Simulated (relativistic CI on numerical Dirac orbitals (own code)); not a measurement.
# Sn³⁹⁺: sensitivity of the levels to the model

Base calculation: Dirac-Coulomb-Breit CI, KLI orbitals optimised for each configuration, model QED, unscaled Slater integrals.

Configurations in the expansion (outside the closed core [Ne]): 3s, 3p, 3d, 4s, 4p, 4d, 4f, 5s, 5p, 5d, 5f, 5g, 6s, 6p, 6d, 7s, 7p. Levels of other configurations are missing.

Variants: (1) non-relativistic limit. Shifts of the energy above 3s 2S_1/2, in eV, for the lowest level and the first level of each name with at least 55 % of one term (blank where a level changes its place among those of its configuration and J or its character, or is not in the variant):

| Level | Base | Δ(1) |
| --- | --- | --- |
| 3s 2S_1/2 | 0.00 | 0.00 |
| 3p 2P°_1/2 | 89.86 | -7.17 |
| 3p 2P°_3/2 | 150.12 | -67.42 |
| 3d 2D_3/2 | 265.24 | -69.64 |
| 3d 2D_5/2 | 278.44 | -82.84 |
| 4s 2S_1/2 | 1261.03 | -48.45 |
| 4p 2P°_1/2 | 1298.11 | -51.12 |
| 4p 2P°_3/2 | 1322.56 | -75.56 |
| 4d 2D_3/2 | 1366.03 | -76.23 |
| 4d 2D_5/2 | 1371.78 | -81.98 |
| 4f 2F°_5/2 | 1394.61 | -81.13 |
| 4f 2F°_7/2 | 1397.03 | -83.56 |
| 5s 2S_1/2 | 1820.14 | -66.16 |
| 5p 2P°_1/2 | 1838.78 | -67.39 |

At this charge energies of transitions that change n are usually good to better than 1 %, and those within a shell (Δn = 0) to a few per cent.

Ionisation energy from the two ground configurations alone: base 2761.56 eV. The NIST ASD value (semi-empirical) is 2762.49 eV.
